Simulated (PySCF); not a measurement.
**Bond length, frequency and bond energy of ScP by level of theory**

State: triplet, unpaired electrons σ ↑, π ↑, a mixture of terms (⟨Lz²⟩ = 1.3). Set-up: PySCF, no relativity, basis sets Sc def2-TZVPP, P def2-TZVPP. De refers to Sc (3d1 4s2) + P in their high-spin ground configurations, without counterpoise correction. The functionals are run spin-unrestricted. A positive dipole means Sc(−)P(+). Levels whose curve was spin-contaminated or gave no clean fit are not listed.

```
    Level  Re (Å)  ωe (cm⁻¹)  De (eV)  μ (D)  CPU s a point (SCF and correlation, without the integrals)
     ROHF   2.298        501      n/a  -6.67                                                          12
ROHF-CCSD   2.295        466     1.56    n/a                                                         n/a
      PBE   2.299        450     3.04  -4.72                                                           4
     BP86   2.300        450     3.06  -4.71                                                           4
    M06-L   2.300        463     3.01  -4.45                                                         8.8
      M06   2.296        462     2.68  -4.25                                                         6.5
    HSE06   2.280        474     2.45  -5.40                                                          14
```

Correlated steps freeze 10 core orbitals. The metal atom is held in its measured ground configuration; semilocal functionals can put another filling of s and d lower by some tenths of an eV, and De to that atom would be smaller. Counting both spins, an empty level lies below a filled one in some of these solutions, because spin and occupation are held. The CCSD T1 diagnostic is raised, a sign that a single reference may not be enough here. With d or f electrons several states lie close, and the lowest PBE0 determinant need not be the measured ground state.

The whole job (state search and all levels along the bond) took about 26 min on 2 threads of Intel Xeon Platinum 8259CL @ 2.50GHz (shared host), peak memory 5.5 GiB.
